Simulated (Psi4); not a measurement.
Noncovalent pair: SiH4 (SMILES [SiH4]) (first 5 atoms) with C2H2 (SMILES C#C); geometry from B3LYP-D3(BJ)/def2-TZVP.
(charge 0, multiplicity 1):
```json
[
 {"atom": "Si", "x (Å)": "0.2850", "y (Å)": "-0.0683", "z (Å)": "0.0513"},
 {"atom": "H", "x (Å)": "1.1256", "y (Å)": "1.0035", "z (Å)": "0.6274"},
 {"atom": "H", "x (Å)": "-1.1437", "y (Å)": "0.2284", "z (Å)": "0.2948"},
 {"atom": "H", "x (Å)": "0.6380", "y (Å)": "-1.3681", "z (Å)": "0.6624"},
 {"atom": "H", "x (Å)": "0.5226", "y (Å)": "-0.1390", "z (Å)": "-1.4104"},
 {"atom": "C", "x (Å)": "0.1955", "y (Å)": "-0.1229", "z (Å)": "3.7438"},
 {"atom": "C", "x (Å)": "-0.9086", "y (Å)": "0.2949", "z (Å)": "3.5474"},
 {"atom": "H", "x (Å)": "1.1764", "y (Å)": "-0.4941", "z (Å)": "3.9150"},
 {"atom": "H", "x (Å)": "-1.8885", "y (Å)": "0.6654", "z (Å)": "3.3694"}
]
```

These are Psi4 with SAPT0/jun-cc-pV(D+d)Z values and carry that method's errors.

Problem. Which attractive term is largest, and how does the interaction split up?

Solution. electrostatics -6.7, exchange 10.8, induction -1.5, dispersion -5.7, total -3.0 kJ/mol; the largest attraction is electrostatics.
